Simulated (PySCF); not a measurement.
Compound: C9H13ClGeO.
Structure used (PBE0-D3(BJ)/def2-SVP), in Å, numbered top down from 1:
```xyz
25
C9H13ClGeO angstrom
C      2.077    0.320   -2.540
C      1.269    0.065   -1.283
C     -0.232    0.274   -1.510
C     -1.039   -0.052   -0.287
C     -1.345    0.936    0.654
C     -1.994    0.614    1.845
C     -2.358   -0.705    2.108
C     -2.073   -1.699    1.171
C     -1.418   -1.373   -0.014
O      1.743    0.944   -0.282
Ge     1.941    0.495    1.421
Cl     1.327    2.214    2.575
H      1.944    1.364   -2.865
H      3.147    0.158   -2.345
H      1.763   -0.346   -3.358
H      1.416   -0.991   -0.976
H     -0.548   -0.359   -2.355
H     -0.387    1.323   -1.806
H     -1.048    1.970    0.461
H     -2.205    1.399    2.575
H     -2.867   -0.960    3.041
H     -2.362   -2.735    1.365
H     -1.191   -2.158   -0.742
H      3.440    0.320    1.706
H      1.072   -0.715    1.788
```

Method: TDDFT B3LYP/def2-SVPD, vertical, gas phase, core orbitals frozen in the response (PySCF 2.14.0, density-fitted response routines). The B3LYP/def2-SVPD calculation is non-relativistic and has no spin–orbit coupling, an omission that weighs most on germanium.

Transition dipole moments from the ground state, in atomic units and in the frame of the coordinates above (overall signs are arbitrary), for the states with f of 0.002 or more among the lowest 8:

| state | E (eV) | μx | μy | μz |
| --- | --- | --- | --- | --- |
| S2 | 5.681 | -0.124 | 0.109 | 0.113 |
| S3 | 5.798 | 0.040 | 0.100 | -0.224 |
| S4 | 5.950 | -0.547 | -0.178 | 0.222 |
| S5 | 6.187 | -0.026 | -0.113 | -0.145 |
| S6 | 6.358 | 0.153 | -0.351 | -0.301 |
| S7 | 6.396 | -0.538 | -0.096 | 0.617 |
| S8 | 6.452 | 0.414 | 0.425 | -0.373 |

Work out the oscillator strengths.

f = (2/3) ΔE |μ|² with ΔE in hartree (27.2114 eV).

```csv
state,|μ|² (au),|μ| (D),f
S2,0.040,0.51,0.006
S3,0.062,0.63,0.009
S4,0.381,1.57,0.056
S5,0.035,0.47,0.005
S6,0.237,1.24,0.037
S7,0.680,2.10,0.106
S8,0.491,1.78,0.078
```

What angle do the transition dipoles of S4 and S6 make?

|cos θ| = |μa·μb| / (|μa| |μb|) = 0.29, so θ ≈ 73° (taken between 0 and 90°, since the signs are arbitrary).

What peak molar absorption coefficient would the strongest computed level give as a lone Gaussian band 0.3 eV wide at half height?

ε(max) = 2.175×10⁸ f / FWHM, with the width in cm⁻¹. S7: 2.175×10⁸ × 0.1065 / 2420 ≈ 9600 L mol⁻¹ cm⁻¹.

Time: 1.7 min wall, 3.9 min CPU; peak memory 2.8 GiB. Hardware: 2 threads of an AMD EPYC 9R14, no GPU, on a shared host.

One conformer stands for the species.
